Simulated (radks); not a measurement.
Q: Radial electron density D(r) = 4 pi r^2 rho(r) of an atom or ion with 54 electrons. All-electron calculation, scalar-relativistic Kohn-Sham, LDA (Slater exchange, VWN5 correlation), spin-polarised, spherical densities, point nucleus. Program: a radial shooting solver on a logarithmic mesh with Libxc functionals.

r (bohr),D(r) (e/bohr)
0.001497,4.166
0.001771,5.507
0.002078,7.147
0.002439,9.223
0.002862,11.82
0.003359,15.03
0.003941,18.94
0.004662,23.85
0.005471,29.33
0.006421,35.53
0.007535,42.29
0.008842,49.32
0.01038,56.18
0.01227,62.59
0.0144,67.24
0.0169,69.88
0.01984,70.18
0.02328,68.32
0.02732,65.16
0.03206,62.23
0.03792,61.51
0.0445,64.64
0.05222,71.72
0.06129,80.95
0.07192,88.75
0.0844,91.23
0.09984,86.17
0.1172,76.38
0.1375,67.61
0.1613,65.42
0.1893,70.38
0.2222,76.39
0.2628,74.56
0.3084,61.60
0.362,43.32
0.4248,29.57
0.4985,25.62
0.585,28.19
0.692,29.74
0.812,25.94
0.9529,18.74
1.118,12.06
1.312,8.042
1.54,6.275
1.807,5.356
2.138,4.283
2.509,3.033
2.944,1.842
3.455,0.9506
4.054,0.4120
4.758,0.1473
5.628,0.03955
6.605,0.008753
7.751,0.001455
9.096,0.0001744

What is the nuclear charge?

A: Z = 54. The innermost maximum, from 1s, lies near gamma/Z bohr with gamma = sqrt(1 - (Z/c)^2) = 0.919, here 0.017 bohr (found: 0.0188), and its height grows with Z. The density is that of neutral xenon in [Xe]; the configuration itself is not fixed sharply by these data, and Z only to a few units. D(r) has 4 maxima, at r = 0.0188, 0.0824, 0.237, 0.670 bohr, and minima at 0.0361, 0.155, 0.494 bohr, inside which lie 1.97, 11.15, 29.01 electrons.
